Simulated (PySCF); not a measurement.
Kr¹⁸⁺: ionisation energy

Kr¹⁸⁺ [Ar] → Kr¹⁹⁺ [Ne] 3s2 3p5 [3p1/2^2 3p3/2^3, M_J = 3/2], as a difference of total energies. All numbers are calculated (PySCF 2.14, the two-component X2C-1e Hamiltonian, in an even-tempered Gaussian basis (19 s from 1.9 bohr⁻², ratio 2.4; 14 p from 2.4 bohr⁻², ratio 2.4; 5 d from 12 bohr⁻², ratio 2.6; 4 f from 18 bohr⁻², ratio 2.6)). Correlated levels: 1s2 frozen; the 56 highest virtual spinors dropped. "Screened" scales the spin-orbit matrix elements by Boettger's factors to mimic the two-electron term; Breit and QED terms are absent.

```tsv
method	ionisation energy (eV)
GHF (spin-free)	788.17
GMP2 (spin-free)	788.99
GHF (screened spin-orbit)	784.53
GMP2 (screened spin-orbit)	785.34
```

Task: How much does correlation contribute at GMP2 (screened spin-orbit)?

Result: 785.34 − (784.53) = 0.81 eV, measured against GHF (screened spin-orbit).

Breit and QED terms and the two-electron picture change are absent.

The spin-free rows lack the spin-orbit shift.

For comparison: 785.32 eV (semi-empirical (NIST evaluation); NIST Atomic Spectra Database, ionization energies).
